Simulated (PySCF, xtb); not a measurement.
Al(AsH2)2(H) (AlAs2H5), SMILES [AsH2][AlH][AsH2].

GFN2-xTB run with xtb at its own geometry gives an orbital gap of 3.18 eV and a dipole moment of 0.74 D.

Coordinates come from a B3LYP-D3(BJ)/def2-SVP optimisation. The structure was generated by enumeration; whether it is a known compound was not checked.

What does B3LYP/def2-TZVPD in PySCF give? (An estimate is asked for; the answer gives what the named calculation found.)

gap 4.84 eV (levels -6.70 and -1.86 eV), dipole 0.21 D.
